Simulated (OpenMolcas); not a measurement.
## What dynamic correlation does to the levels of Nd4+

| Property | Result |
| --- | --- |
| Program | OpenMolcas 26.06 |
| Basis | ANO-R3 [9s8p5d5f3g1h] |
| Scalar Hamiltonian | X2C, finite nucleus |
| Active space | 2 electrons in 7 orbitals (4f) |
| State averaging | 2S+1 = 3 even, 21 roots; 2S+1 = 1 even, 28 roots (27 in the spin-orbit step) |
| Spin-orbit coupling | state interaction with AMFI integrals over the reference wave functions, term energies averaged over their components |

Methods on the same reference wave functions:
A. CASSCF
B. SS-CASPT2, IPEA 0.25 Eh, imaginary shift 0.1 Eh (closed shells correlated: 5s 5p)

Energies in cm⁻¹ above 4f² ³H₄, the measured ground level; measured values from the list in Carvajal Gallego et al., Mon. Not. R. Astron. Soc. 518, 332 (2023).

```tsv
Level	A	B	Measured
4f² ³H₄	0.0	0.0	0.0
4f² ³H₅	2955	2980	2834
4f² ³H₆	6042	6060	5743
4f² ³F₂	7759	6320	5894
4f² ³F₃	9674	8280	7785
4f² ¹D₂	26888	22980	20551
4f² ¹I₆	32157	29530	26088
4f² ³P₀	33784	29060	25051
4f² ³P₁	34309	29580	25893
4f² ³P₂	35929	31260	27479
```

Deviations, from unrounded energies. A percentage is the sum of absolute deviations over the sum of measured energies, with the sign that they share, or ± where signs differ.

```json
{"Against measurement": "mean absolute deviation (cm-1)", "Levels": "9", "A": "4700", "B": "2100"}
{"Against measurement": "fine structure of the ground term (%)", "Levels": "2", "A": "+4.9", "B": "+5.5"}
{"Against measurement": "other terms of the ground configuration (%)", "Levels": "7", "A": "+30.1", "B": "+13.2"}
```

B lies closest to measurement on these levels. The largest miss of B in the table is 4f² ³P₀, by +4000 cm-1. The ranking rests on the paired levels alone, and a cruder setting can come out closer through cancelling errors.

From A to B the spin-free energies of the other terms of 4f² shown, above ³H, scale by factors of 0.79 to 0.91, as is usual when dynamic correlation screens the repulsion within a d or f shell.

The lowest spin-free term lies below A's lowest term by 0.267 hartree in B.

Term energies are means over components that CASPT2 splits; among the terms shown or strongly mixed into the levels shown the widest spread is 470 cm-1 (4f² ¹I, B). Some high roots are left out of the spin-orbit mixing, which shifts the levels that they would mix with. Without dynamic correlation excited terms often stand tens of per cent too high (terms of higher spin than the ground term too low), and those without a measured partner can miss by more than the paired ones (holds for A). Some levels mix across a computed gap that differs much from the measured one, so their mixing is not that of the real levels (holds for A). Some terms miss by over 15 % even with CASPT2, which points to a basis or an active space too small for the shells correlated (holds for B). Computed and measured levels are paired by configuration, term and J; levels that our copy of the source lacks, or whose pairing is in doubt (as where it misses far off the trend of its configuration), stay unpaired and out of the deviations. Only configurations of the active space appear. The table leaves out levels that lie high or whose names do not pair safely across all columns.
